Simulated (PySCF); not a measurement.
# How methods differ on the excitation energy of In²⁺

In²⁺ [Kr] 4d10 5s1 (2S) → In²⁺ [Kr] 4d10 5p1 (2P), as a difference of total energies. Computed with PySCF 2.14 in aug-cc-pVQZ-DK3 (9s8p6d3f2g, 102 functions), with scalar relativity by spin-free X2C-1e. The calculations carry no spin-orbit coupling.

```csv
method,excitation energy (eV)
UHF,7.009
LDA,7.547
PBE,7.362
PBE0,7.313
r2SCAN,7.280
revPBE,7.295
CAM-B3LYP,7.434
PBEsol,7.396
```

A first-order spin-orbit estimate (lowest level to lowest level, LS coupling) adds -0.294 eV.
